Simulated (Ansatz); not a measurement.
Basis-set extrapolation for `C[Si](C)(C)P` (PBE0-D4/def2-TZVP geometry, frozen core, Ansatz). Multiplicity 1, RHF reference.

```tsv
	def2-TZVPP	def2-QZVPP
HF	-749.786446	-749.810950
MP2 correlation	-0.824070	-0.879073
CCSD(T) correlation	-0.932676	not run
```

Energies in hartree. Use E(X) = E(∞) + A·exp(−7.88·√X) for Hartree–Fock and E(X) = E(∞) + B·X^(−2.97) for correlation, with X = 3 and 4, and add CCSD(T) minus MP2 of the smaller set to the MP2 limit.

Task: What is the CCSD(T) energy at the basis-set limit?

Result: HF limit: -749.810950 + (-0.024504) × 0.13774 = -749.81433. MP2 limit: -0.879073 + (-0.055003) × 0.74074 = -0.91982. Higher-order term: -0.932676 − (-0.824070) = -0.10861. Total: -750.84276 hartree, 77.6 kcal/mol below CCSD(T)/def2-TZVPP.
